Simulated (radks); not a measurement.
The numbers below are computed, except where a source is named.
Q: Numerical settings for the phosphorus ion P8+, [He] 2s2 2p3. Level of theory: scalar-relativistic Kohn-Sham, PBE, spin-polarised, spherical densities, finite nucleus; open shells are filled with parallel spins first; Fermi nuclear charge, rms radius 3.1889 fm (a radial shooting solver on a logarithmic mesh with Libxc functionals). The defaults (mesh step 0.008 in ln r, mesh end at 40 bohr or more with all orbitals vanishing there, Anderson mixing 0.5 over 9 steps, residual threshold near 1e-9 with the energy settled to 1e-9 hartree or 1e-11 of itself, here a cap of 78 iterations) give E = -306.2711 hartree and 2p at -347.92 eV in 16 iterations. Run on one thread of a shared host, so times are rough (Intel(R) Xeon(R) 6975P-C): 0.05 s of CPU time, 0.05 s wall, 16 iterations on 2189 mesh points. One setting is changed at a time: mesh step in ln r 0.012; mesh step in ln r 0.005; mesh step in ln r 0.2; mesh end (bohr) 3; mesh end (bohr) 8; residual threshold 0.001; residual threshold 1e-16; mixing 1; linear mixing, mixing 0.2; linear mixing, mixing 0.5; mixing history 3; iteration cap 2. Which runs fail to converge, and which converge to a wrong energy?

A: Not converged within the cap: mesh step in ln r 0.2; residual threshold 1e-16; linear mixing, mixing 0.2; linear mixing, mixing 0.5; iteration cap 2. No run marked as converged misses the energy by more than 1 mhartree.
